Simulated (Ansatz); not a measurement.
**Two structures of H4In2Si**

Structure I is a singlet given by its coordinates and structure II is `[SiH3][InH][In]`, a triplet. Both are isolated molecules in the gas phase, relaxed with PBE0-D3(BJ)/def2-SVP.

I (Å):

```xyz
7

In   -2.1858   -1.2813   -2.2976
In   -0.2206   -1.9306   -0.3222
Si   -0.4102    0.4109   -1.8365
H    -0.0378    1.6636   -2.5949
H     0.7671   -0.5395   -2.1345
H    -3.8286   -1.8105   -2.3411
H     1.2163   -2.2141    0.6565
```

Close contacts (Å): In1–In2 2.86, In1–Si3 2.50, In2–Si3 2.79, In1–H6 1.73, In2–H5 2.49, In2–H7 1.76, Si3–H4 1.51, Si3–H5 1.54.

II (Å):

```xyz
7

In    0.2298   -0.9315   -0.2716
In   -2.3173   -0.1601    0.7566
Si   -0.8796   -0.8575   -2.5973
H    -0.2879    0.1572   -3.5267
H    -0.9082   -2.1773   -3.3049
H    -2.3104   -0.4543   -2.3553
H     1.7514   -1.2666    0.4525
```

Question: Which of the two would you expect CCSD(T)/def2-TZVP electronic energies to favour?

Answer: Structure II; the calculation gives E(II) − E(I) = −0.459 eV.

How the difference moves with the method:

```tsv
level	geometry	E(II) − E(I) (eV)	departure from the last row (eV)	job, with rough time for the two
PBE0-D3(BJ)/def2-SVP	PBE0-D3(BJ)/def2-SVP	−0.525	−0.066	optimisation, 90 s
HF/def2-TZVP	PBE0-D3(BJ)/def2-SVP	−1.307	−0.848	part of the CCSD(T) run
MP2/def2-TZVP	PBE0-D3(BJ)/def2-SVP	−0.478	−0.019	part of the CCSD(T) run
CCSD(T)/def2-TZVP	PBE0-D3(BJ)/def2-SVP	−0.459		single point, 95 s
```

The levels shown agree on the order. The largest departure from CCSD(T)/def2-TZVP is that of HF/def2-TZVP, 0.848 eV. Levels run at GFN2-xTB geometries aren't shown. The triplet state of II needn't be its ground state.

With harmonic frequencies from PBE0-D3(BJ)/def2-SVP (ideal gas, rigid rotor, one conformer each, 298.15 K, 1 atm): on the last row, ΔE + ΔZPE = −0.368 eV. A mode under 50 cm⁻¹ makes harmonic enthalpies and free energies unreliable, so none is given.

Open shells are spin-unrestricted. The correlated steps freeze 13 core orbitals; the filled d shell of In is correlated, in a basis made for valence electrons. Atoms past krypton carry core potentials in the def2 sets and no spin–orbit term is included. ΔG holds the spin degeneracy. Run with Ansatz 0.2.0; the last row on 2 threads of Intel(R) Xeon(R) 6975P-C (Granite Rapids) on a shared host.
